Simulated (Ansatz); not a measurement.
cis-Cu(H2O)2Cl2 (CuCl₂O₂H₄). Charge 0, multiplicity 2. Geometry PBE-D4/def2-SVP, basis def2-TZVP, Ansatz.

```
run  HOMO (eV)  LUMO (eV)
  A      -6.36      -5.69
  B      -6.24      -5.34
  C      -8.01      -4.12
  D     -11.06       1.54
  E      -6.74      -5.27
  F      -9.34      -3.14
```

HOMO and LUMO are taken over both spins.

Problem. The runs used CAM-B3LYP, HF, LDA (SPW92), PBE, PBE0, r2SCAN. Estimate which is which.

Solution. A LDA (SPW92) (0 % exact exchange); B PBE (0 % exact exchange); C PBE0 (25 % exact exchange); D HF (100 % exact exchange); E r2SCAN (0 % exact exchange); F CAM-B3LYP (range-separated). Exact exchange lowers occupied and raises empty levels; among semilocal functionals meta-GGAs tend to open the gap a little, and such runs are hard to tell apart. The gap grows from 0.66 eV (LDA (SPW92)) to 12.60 eV (HF).
